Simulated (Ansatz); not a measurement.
Reaction: SiH3Cl (chlorosilane, SMILES [SiH3]Cl) → SiH3Cl+ (parent SMILES Cl[SiH3], doublet) + e-
Each species at its own B3LYP-D3(BJ)/def2-TZVP minimum (Ansatz, a program for electronic structure).

Total energies in hartree (Ansatz). UHF or UKS for unpaired electrons; spin-orbit terms are left out. Correlated methods leave the cores frozen. No relativity. The spin of H3ClSi+ (parent SMILES [SiH3]Cl, doublet) was assumed, and the state is the lowest solution found for it.

```csv
species,HF/cc-pV(T+d)Z,CCSD(T)/cc-pV(T+d)Z,HF/cc-pV(Q+d)Z,CCSD(T)/cc-pV(Q+d)Z,CCSDT(Q)/cc-pV(T+d)Z
"1: SiH3Cl (chlorosilane, SMILES Cl[SiH3])",-750.26227,-750.63263,-750.26984,-750.66917,-750.63416
"2: SiH3Cl+ (parent SMILES [SiH3]Cl, doublet)",-749.86643,-750.21520,-749.87428,-750.24846,-750.21745
```

Q: Work out the adiabatic ionisation energy (electronic) in eV: take Hartree-Fock from cc-pV(Q+d)Z, extrapolate the CCSD(T) correlation energy as X^-3 (X = 3, 4), and add CCSDT(Q) - CCSD(T) in cc-pV(T+d)Z. 1 hartree = 27.211 eV.

A: 
Species 1: correlation (64·(-0.39933) - 27·(-0.37036))/37 = -0.42047; step -0.00153; E1 = -750.26984 + (-0.42047) + (-0.00153) = -750.69184
Species 2: correlation (64·(-0.37418) - 27·(-0.34877))/37 = -0.39272; step -0.00225; E2 = -749.87428 + (-0.39272) + (-0.00225) = -750.26925
-1·E1 +1·E2 = 0.42259 hartree = 11.50 eV.
